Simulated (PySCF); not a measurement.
**Polarisability and C₆ of Al (aluminium, neutral)**

[Ne] 3s1 3p2, high-spin 4P determinant (an excited configuration). All numbers are calculated (PySCF 2.14, the spin-free X2C one-electron Hamiltonian (Gaussian nucleus), in dyall-av3z). Coupled (time-dependent) response in atomic units; α is the mean over directions.

```
method  mean α (bohr³)         α xx, yy, zz  C₆ (like pair)  S(−4)
 TPSSh           60.50  50.20, 65.64, 65.64           542.6   1820
```

S(−4) is the Cauchy moment in α(ω) = α(0) + S(−4) ω² + …

α(iu) at TPSSh:

| u (hartree) | α(iu) (bohr³) |
| --- | --- |
| 0 | 60.50 |
| 0.0500 | 56.34 |
| 0.100 | 47.17 |
| 0.200 | 29.74 |
| 0.300 | 19.00 |
| 0.500 | 9.122 |
| 0.750 | 4.638 |
| 1.00 | 2.794 |
| 1.50 | 1.353 |
| 2.00 | 0.8122 |
| 3.00 | 0.4001 |
| 5.00 | 0.1644 |

A single London oscillator, α(iu) = α/(1 + u²/ω²), gives C₆ = (3/4) ω α². Matching the computed C₆ needs ω = 4 × 542.6 / (3 × 60.50²) = 0.198 hartree.

The components differ because the open shell of this determinant is not spherical; for a pure term their mean is the scalar polarisability.
